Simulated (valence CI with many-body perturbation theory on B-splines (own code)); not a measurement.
# Energy levels of Nb¹⁰⁺

Computed by valence CI with perturbative core correlation (CI+MBPT): three valence electrons over a frozen Dirac-Fock core [Ar] 3d10, radial functions for each j: 11 s, 11 p, 10 d, 8 f, 5 g, 2 h, with the one-electron correlation potential Σ1, the two-electron term Σ2, the three-electron term Σ3, Breit, model QED; selected CI, second order for the rest, scaled by the run's own slope (own B-spline code, finite nucleus).

No measured spectrum was set against this ion. As an estimate, levels hold to about 250 cm⁻¹ or 0.2 % of their energy and the worst to 1 %, as in measured heavy ions of charge 2 to 7; those with d or f electrons hold less well.

Levels 136 to 178 of 178, with energies above the lowest level, 4s2 4p 2P°_1/2. "Leading %" is the weight of the configuration and term that name the level; weights of strongly mixed levels are sums over their largest components and can fall short. In the jj column 3d3/2^4 stands for four electrons in 3d with j = 3/2.

| No. | Configuration | Term | J | E (cm⁻¹) | Leading % | g | Leading jj |
| --- | --- | --- | --- | --- | --- | --- | --- |
| 136 | 4s 4p 5p | 2D | 3/2 | 1029000 | 67 | 0.940 | 4s 4p3/2 5p1/2 (74 %) |
| 137 | 4s 4p 5p | 2P | 1/2 | 1029800 | 69 | 1.009 | 4s 4p3/2 5p1/2 (39 %) |
| 138 | 4s 4d2 | 2F | 7/2 | 1030500 | 47 | 1.125 | 4s 4d5/2^2 (39 %) |
| 139 | 4s 4p 5p | 2D | 5/2 | 1036300 | 89 | 1.204 | 4s 4p3/2 5p3/2 (70 %) |
| 140 | 4s 4p 5p | 2P | 3/2 | 1036800 | 70 | 1.205 | 4s 4p3/2 5p3/2 (78 %) |
| 141 | 4s2 5f | 2F° | 7/2 | 1048100 | 95 | 1.143 | 4s^2 5f7/2 (95 %) |
| 142 | 4s2 5f | 2F° | 5/2 | 1048100 | 96 | 0.857 | 4s^2 5f5/2 (96 %) |
| 143 | 4s 4p 5p | 2S | 1/2 | 1049000 | 76 | 1.949 | 4s 4p3/2 5p3/2 (59 %) |
| 144 | 4s2 6p | 2P° | 1/2 | 1074300 | 97 | 0.665 | 4s^2 6p1/2 (97 %) |
| 145 | 4s2 6p | 2P° | 3/2 | 1078700 | 97 | 1.334 | 4s^2 6p3/2 (97 %) |
| 146 | 4s2 5g | 2G | 9/2 | 1089000 | 87 | 1.111 | 4s^2 5g9/2 (87 %) |
| 147 | 4s2 5g | 2G | 7/2 | 1089300 | 86 | 0.889 | 4s^2 5g7/2 (86 %) |
| 148 | 4s 4p 5d | 4F° | 3/2 | 1090800 | 50 | 0.725 | 4s 4p1/2 5d3/2 (94 %) |
| 149 | 4s 4p 5d | 4D° | 5/2 | 1093000 | 46 | 1.272 | 4s 4p1/2 5d5/2 (90 %) |
| 150 | 4s 4p 5d | 4D° | 1/2 | 1095100 | 86 | 0.134 | 4s 4p1/2 5d3/2 (71 %) |
| 151 | 4s 4p 5d | 4D° | 3/2 | 1095900 | 48 | 1.108 | 4s 4p1/2 5d5/2 (57 %) |
| 152 | 4s 4p 5d | 2D° | 5/2 | 1096800 | 49 | 1.129 | 4s 4p1/2 5d3/2 (72 %) |
| 153 | 4s 4p 5d | 4D° | 7/2 | 1098900 | 49 | 1.326 | 4s 4p1/2 5d5/2 (73 %) |
| 154 | 4s 4p 5d | 4F° | 3/2 | 1101200 | 44 | 0.778 | 4s 4p1/2 5d3/2 (55 %) |
| 155 | 4s 4p 5d | 2F° | 5/2 | 1103500 | 40 | 1.125 | 4s 4p1/2 5d5/2 (74 %) |
| 156 | 4p2 5s | 4P | 1/2 | 1104700 | 80 | 2.406 | 4p1/2^2 5s (80 %) |
| 157 | 4p 4d2 | 4G° | 5/2 | 1113300 | 46 | 0.666 | 4p1/2 4d3/2^2 (50 %) |
| 158 | 4s 4p 5d | 4F° | 7/2 | 1115100 | 53 | 1.327 | 4s 4p3/2 5d5/2 (59 %) |
| 159 | 4s 4p 5d | 2F° | 5/2 | 1115200 | 23 | 1.132 | 4s 4p3/2 5d3/2 (84 %) |
| 160 | 4p2 5s | 4P | 3/2 | 1117900 | 91 | 1.682 | 4p1/2 4p3/2 5s (96 %) |
| 161 | 4s 4p 5d | 4F° | 9/2 | 1118500 | 99 | 1.334 | 4s 4p3/2 5d5/2 (99 %) |
| 162 | 4s 4p 5d | 4P° | 3/2 | 1118800 | 55 | 1.490 | 4s 4p3/2 5d3/2 (89 %) |
| 163 | 4s 4p 5d | 4P° | 5/2 | 1118800 | 48 | 1.366 | 4s 4p3/2 5d5/2 (90 %) |
| 164 | 4p 4d2 | 4G° | 7/2 | 1120500 | 51 | 1.009 | 4p1/2 4d3/2 4d5/2 (41 %) |
| 165 | 4s 4p 5d | 4P° | 1/2 | 1121300 | 89 | 2.466 | 4s 4p3/2 5d3/2 (95 %) |
| 166 | 4p2 5s | 2D | 5/2 | 1121500 | 48 | 1.381 | 4p1/2 4p3/2 5s (89 %) |
| 167 | 4s 4p 5d | 2F° | 7/2 | 1123000 | 86 | 1.147 | 4s 4p3/2 5d3/2 (58 %) |
| 168 | 4s 4p 5d | 2P° | 3/2 | 1123700 | 55 | 1.362 | 4s 4p3/2 5d5/2 (88 %) |
| 169 | 4p2 5s | 2D | 3/2 | 1125400 | 61 | 0.961 | 4p1/2 4p3/2 5s (88 %) |
| 170 | 4p2 5s | 2P | 1/2 | 1126200 | 80 | 0.942 | 4p1/2 4p3/2 5s (88 %) |
| 171 | 4s 4p 5d | 2P° | 1/2 | 1128000 | 88 | 0.739 | 4s 4p3/2 5d5/2 (92 %) |
| 172 | 4p 4d2 | 4G° | 9/2 | 1128200 | 41 | 1.105 | 4p1/2 4d3/2 4d5/2 (30 %) |
| 173 | 4p2 4f | 2G° | 7/2 | 1130100 | 45 | 0.953 | 4p1/2^2 4f7/2 (30 %) |
| 174 | 4p 4d2 | 2F° | 5/2 | 1131200 | 16 | 0.970 | 4p1/2 4d3/2 4d5/2 (39 %) |
| 175 | 4p 4d2 | 2H° | 9/2 | 1131600 | 19 | 1.053 | 4p1/2 4p3/2 4f7/2 (30 %) |
| 176 | 4p 4d2 | 4G° | 11/2 | 1135900 | 34 | 1.218 | 4p1/2 4p3/2 4f7/2 (47 %) |
| 177 | 4p2 4f | 2F° | 7/2 | 1137300 | 18 | 1.196 | 4p1/2 4p3/2 4f7/2 (41 %) |
| 178 | 4p 4d2 | 2D° | 3/2 | 1138000 | 57 | 0.847 | 4p1/2 4d3/2 4d5/2 (37 %) |

Names give the largest LS component (configuration and term), which can be under half, so a name can repeat, a term be missing and a line seem to break the LS rules; names also repeat where a configuration has a term twice.

Where two levels of one J and parity lie close, their mixing, g and order are uncertain.
